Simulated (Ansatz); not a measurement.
Consider the substitution at a C–O bond: `CBOC` + `[OH][GeH3]` → `C[O][GeH3]` + `CBO`.

Gas-phase electronic energies from Ansatz, PBE0-D4/def2-TZVP geometries. CCSD(T)/CBS is the MP2 limit (def2-TZVPP, def2-QZVPP) plus CCSD(T) − MP2 in def2-TZVPP, frozen cores. DFT in def2-TZVPP. B3LYP here is the variant with VWN-RPA as its local correlation; programs differ in this. HSE06 is defined as in plane-wave codes. For Ge outer-core shells are correlated without core-valence functions, which leaves a few kJ/mol of doubt a bond. Scalar relativity is left out up to krypton. One conformer a species, not always the lowest.

```tsv
level	ΔE (kcal/mol)	difference from CCSD(T)/CBS
PBE-D4	0.9	-0.1
BLYP-D4	0.8	-0.2
r2SCAN-D4	0.8	-0.2
B3LYP-D4	0.9	-0.1
CAM-B3LYP-D4	1.1	0.1
PBE	1.0	0.0
revPBE	0.9	-0.1
BLYP	1.2	0.2
r2SCANh	0.8	-0.2
HSE06	1.0	0.0
BHLYP	1.2	0.2
RPA@PBE/def2-TZVPP	0.8	-0.2
HF/def2-SVP	-0.4	-1.4
CCSD/def2-TZVPP	0.8	-0.2
HF/def2-QZVPP	1.1	0.1
HF/CBS(def2)	1.1	0.1
CCSD(T)/CBS	1.0	0
```

Largest T1 diagnostic among the species: 0.012.

Leaving LDA and LC-ωPBE aside and taking each functional with its dispersion term where it has one, the values, not all of them listed here, spread over 0.4 kcal/mol, from revPBE-D4 to CAM-B3LYP-D4. At CCSD(T), def2-SVP lies −1.4 kcal/mol from the extrapolated value and def2-TZVPP −0.1 kcal/mol.
